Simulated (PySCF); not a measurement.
Computed properties of Zn(H)(SH) (H2SZn), SMILES [SH][ZnH]

Zn(H)(SH) (H2SZn), SMILES [SH][ZnH]. Coordinates come from a B3LYP-D3(BJ)/def2-TZVP optimisation. Other conformers were not sampled. All values are computed for the isolated molecule unless a solvent is named; none is compared with measurement here.

**Structure.** The optimised structure has Cs symmetry. All 6 harmonic modes at B3LYP-D3(BJ)/def2-TZVP (PySCF) are real, so it is a minimum.

**Vibrations.** The strongest infrared lines (harmonic, unscaled, degenerate partners summed) lie at 1927 cm⁻¹ (139 km/mol, H 98 %), 417 cm⁻¹ (72 km/mol, H 94 %), 444 cm⁻¹ (53 km/mol, H 94 %). The softest mode is at 387 cm⁻¹ and the zero-point energy is 9.3 kcal/mol.

**Electronic structure.** ωB97X/def2-TZVPD (PySCF) places the frontier levels at -9.69 and 0.73 eV, a gap of 10.42 eV, and gives a dipole moment of 1.30 D and a mean polarisability of 48.7 bohr³.

**Excitations.** TDDFT-PBE0/def2-TZVPD (PySCF) has S1 at 5.14 eV (241 nm, f = 0.001, dark); the most intense of the 10 singlets computed lies at 7.05 eV (f = 0.34). T1 (TDA) is at 5.00 eV. No vertical singlet excitation falls in the visible range (under 3.1 eV).

**NMR.** GIAO shifts at PBE0/pcSseg-2 (PySCF) (non-relativistic, atoms alike by connectivity averaged): ¹H from -0.1 to 4.9 ppm against TMS.
